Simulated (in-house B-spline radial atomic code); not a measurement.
Checks on a self-consistent run for Mn II (Mn+), [Ne] 3s2 (3p1/2)1 (3p3/2)4 3d5 4s2. Level of theory: Dirac-Hartree-Fock, average of the jj configuration, Fermi nucleus of rms radius 3.7057 fm; calculated with a B-spline radial code for spherical atoms.

```json
{"orbital": "1s1/2", "q": "2", "ε (Eh)": "-243.39690", "<1/r>": "24.9355", "<r²>": "0.00498037", "small-component weight": "0.0080755"}
{"orbital": "2s1/2", "q": "2", "ε (Eh)": "-30.26454", "<1/r>": "5.36091", "<r²>": "0.090821", "small-component weight": "0.0014852"}
{"orbital": "2p1/2", "q": "2", "ε (Eh)": "-25.84765", "<1/r>": "5.2656", "<r²>": "0.0737193", "small-component weight": "0.0014452"}
{"orbital": "2p3/2", "q": "4", "ε (Eh)": "-25.50118", "<1/r>": "5.18979", "<r²>": "0.0749505", "small-component weight": "0.0014318"}
{"orbital": "3s1/2", "q": "2", "ε (Eh)": "-4.45133", "<1/r>": "1.66926", "<r²>": "0.814281", "small-component weight": "0.00031478"}
{"orbital": "3p1/2", "q": "1", "ε (Eh)": "-3.19300", "<1/r>": "1.54894", "<r²>": "0.91572", "small-component weight": "0.00028032"}
{"orbital": "3p3/2", "q": "4", "ε (Eh)": "-3.09107", "<1/r>": "1.5245", "<r²>": "0.937142", "small-component weight": "0.00027359"}
{"orbital": "3d3/2", "q": "2", "ε (Eh)": "-1.06668", "<1/r>": "1.21958", "<r²>": "1.43618", "small-component weight": "0.00018614"}
{"orbital": "3d5/2", "q": "3", "ε (Eh)": "-1.13346", "<1/r>": "1.23011", "<r²>": "1.38311", "small-component weight": "0.00018892"}
{"orbital": "4s1/2", "q": "2", "ε (Eh)": "-0.58520", "<1/r>": "0.466338", "<r²>": "8.59553", "small-component weight": "3.477e-05"}
```

Electron-electron repulsion V_ee = 422.7766 hartree.

Q: What total energy follows from the eigenvalues?

A: The eigenvalues count the repulsion twice, so E = Σqε - V_ee = -732.187 - 422.777 = -1154.964 hartree; the run printed -1154.964.

Q: Does the Dirac virial theorem hold?

A: For a point nucleus E = -2c²Σq·w, with w the small-component weight. Here Σq·w = 0.030752 and c = 137.0360, so the ratio E/(-2c²Σq·w) is 1.000006; the finite nucleus accounts for the departure from 1.

Q: What diamagnetic shielding (Lamb formula) and susceptibility (Langevin formula) do the radii give?

A: σ = (α²/3)Σq<1/r> = 109.931/(3·137.036²) = 1951.3 ppm, and χ = -0.79199×10⁻⁶·Σq<r²> = -24.67×10⁻⁶ cm³/mol with Σq<r²> = 31.144 bohr². Both are non-relativistic formulas without the paramagnetism of open shells.
